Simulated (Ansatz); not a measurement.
F3GeHO (`[OH][Ge]([F])([F])[F]`). The species carries charge 0 and has multiplicity 1. The structure was optimised at the PBE0-D4/def2-TZVP level. It is one conformer, not always the lowest.

```xyz
6

O     1.125   -0.471   -0.689
Ge   -0.224    0.266    0.101
F    -0.188    1.926   -0.239
F    -1.718   -0.361   -0.425
F    -0.188    0.058    1.791
H     1.193   -1.419   -0.539
```

Q: What is the dipole moment at ωB97M-V/def2-TZVPP? (Estimate.)

A: The calculation gave: 2.22 D, with components (0.98, -1.98, -0.27) D in this frame, pointing from negative to positive charge.

Q: And with PBE, r2SCAN, B3LYP? (Best estimate.)

A: Computed: PBE 2.16 D, r2SCAN 2.21 D, B3LYP 2.23 D.

Q: Give the Mulliken charges with ωB97M-V, PBE, r2SCAN in def2-TZVPP. (Estimate.)

A: The calculation gave: 
```json
{"atom": "O1", "ωB97M-V": "-0.36", "PBE": "-0.32", "r2SCAN": "-0.38"}
{"atom": "Ge2", "ωB97M-V": "1.15", "PBE": "0.99", "r2SCAN": "1.15"}
{"atom": "F3", "ωB97M-V": "-0.32", "PBE": "-0.28", "r2SCAN": "-0.32"}
{"atom": "F4", "ωB97M-V": "-0.33", "PBE": "-0.29", "r2SCAN": "-0.33"}
{"atom": "F5", "ωB97M-V": "-0.33", "PBE": "-0.29", "r2SCAN": "-0.33"}
{"atom": "H6", "ωB97M-V": "0.19", "PBE": "0.20", "r2SCAN": "0.21"}
```

B3LYP here is the variant with VWN-RPA as its local correlation; programs differ in this.
